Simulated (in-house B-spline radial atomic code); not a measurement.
# Ionising neutral niobium with different functionals

Computed with a B-spline radial code for spherical atoms: four-component Dirac-Coulomb Hamiltonian, Fermi nucleus of rms radius 4.324 fm, spin-restricted, spherical fractional occupations for the functionals. The ionisation energy is the difference of two self-consistent energies, [Kr] 4d4 5s1 → [Kr] 4d4, without Breit or QED terms; ε is the level of the shell that loses the electron (mean over j).

Hybrids are left out here: with spherical fractional occupations of an open shell their exact exchange keeps a self-interaction that integer-occupation calculations don't have.

| method | rung | ΔSCF (eV) | -ε(5s) (eV) |
| --- | --- | --- | --- |
| LDA VWN5 | LDA | 6.91 | 4.19 |
| relativistic LDA | LDA | 6.89 | 4.18 |
| LDA PW92 | LDA | 6.91 | 4.19 |
| LDA exchange-only | LDA | 6.06 | 3.38 |
| PBE | GGA | 6.64 | 3.98 |
| PBEsol | GGA | ? | ? |
| BLYP | GGA | 6.67 | 3.93 |
| RPBE | GGA | 6.51 | 3.89 |
| PW91 | GGA | 6.69 | 4.03 |
| BP86 | GGA | 6.83 | 4.16 |
| AM05 | GGA | ? | ? |
| OLYP | GGA | 6.24 | 3.59 |

(1) What does PBEsol give?

(2) What does AM05 give?

(3) How do they compare with the NIST value?

Results:

(1) ΔSCF 6.65 eV, and -ε(5s) = 4.01 eV.

(2) ΔSCF 6.59 eV, and -ε(5s) = 3.94 eV.

(3) NIST lists 6.759 eV (measured, ground level to ground level). Errors run from -0.70 to +0.15 eV; PW91 is closest (-0.07 eV), but part of that can be cancellation, since the calculations leave out Breit-QED terms, spin polarisation, the choice among j levels, multiplet and fine-structure energies.
